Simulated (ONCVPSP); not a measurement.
## u(r) = r·R(r): atom against pseudo-atom (Pd)

Columns: radius, all-electron u(r) and pseudo u(r) of the 4d shell (level -6.44 eV) of palladium in the configuration [Ar] 3d10 4s2 4p6 4d9.75; PBE, scalar-relativistic, ONCV scheme, ONCVPSP 4.0.1.

| r (bohr) | all-electron | pseudo |
| --- | --- | --- |
| 0.095 | -0.1752 | 0.0033 |
| 0.190 | -0.3986 | 0.0252 |
| 0.285 | -0.3768 | 0.0787 |
| 0.380 | -0.1799 | 0.1682 |
| 0.475 | 0.0761 | 0.2879 |
| 0.570 | 0.3198 | 0.4246 |
| 0.665 | 0.5197 | 0.5610 |
| 0.760 | 0.6674 | 0.6812 |
| 0.855 | 0.7658 | 0.7736 |
| 0.950 | 0.8227 | 0.8330 |
| 1.045 | 0.8474 | 0.8607 |
| 1.140 | 0.8486 | 0.8619 |
| 1.235 | 0.8335 | 0.8441 |
| 1.330 | 0.8077 | 0.8145 |
| 1.425 | 0.7751 | 0.7786 |
| 1.520 | 0.7387 | 0.7400 |
| 1.615 | 0.7004 | 0.7008 |
| 1.710 | 0.6617 | 0.6618 |
| 1.805 | 0.6235 | 0.6235 |
| 1.900 | 0.5864 | 0.5864 |
| 1.995 | 0.5506 | 0.5506 |
| 2.090 | 0.5166 | 0.5166 |
| 2.185 | 0.4843 | 0.4843 |
| 2.280 | 0.4537 | 0.4537 |
| 2.375 | 0.4250 | 0.4250 |
| 2.470 | 0.3980 | 0.3980 |

**Question.** How many radial nodes do the two functions have?

**Answer.** The all-electron 4d function has n − l − 1 = 1; the pseudo-wave has 0, since the states of the same l below it are removed with the core.

**Question.** At about which radius was the pseudo-wave matched?

**Answer.** 1.90 bohr. The columns agree to 0.0005 from 1.61 bohr on; several derivatives are matched, so the curves merge somewhat inside the radius.

**Question.** Where does each function peak?

**Answer.** Outermost all-electron maximum near 1.14 bohr, pseudo maximum near 1.14 bohr (to the table’s step).

**Question.** Is the pseudo-wave norm-conserving?

**Answer.** Yes: the ONCV scheme keeps the norm inside the radius equal to the all-electron one, which fixes the energy derivative of the logarithmic derivative at the level.
